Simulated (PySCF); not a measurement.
## Ionisation energy of P+ by level of theory

P+ [Ne] 3s2 3p2 (3P) → P(2+) [Ne] 3s2 3p1 (2P), as a difference of total energies. Calculation: PySCF 2.14, in dyall-av3z; the non-relativistic Hamiltonian (point nucleus). Correlated levels: valence: [Ne] frozen; virtual orbitals above 40 to 60 times the deepest correlated orbital energy dropped. The calculations carry no spin-orbit coupling.

```csv
method,ionisation energy (eV),plus first-order spin-orbit estimate,difference from reference of that sum (eV)
UHF,19.171,19.164,-0.605
LDA,19.826,19.819,+0.050
PBE,19.784,19.778,+0.009
PBE0,19.821,19.815,+0.046
r2SCAN,19.955,19.949,+0.180
TPSSh,19.843,19.837,+0.068
B2PLYP,19.627,19.621,-0.148
CAM-B3LYP,19.749,19.743,-0.026
BP86,19.843,19.836,+0.067
MP2 (valence),19.621,19.614,-0.155
SCS-MP2 (valence),19.530,19.523,-0.246
```

Reference: 19.769 eV (semi-empirical (NIST evaluation); NIST Atomic Spectra Database, ionization energies).

A first-order spin-orbit estimate (lowest level to lowest level, LS coupling) adds -0.006 eV.

Errors of the correlated levels include the incompleteness of this basis and the frozen core.
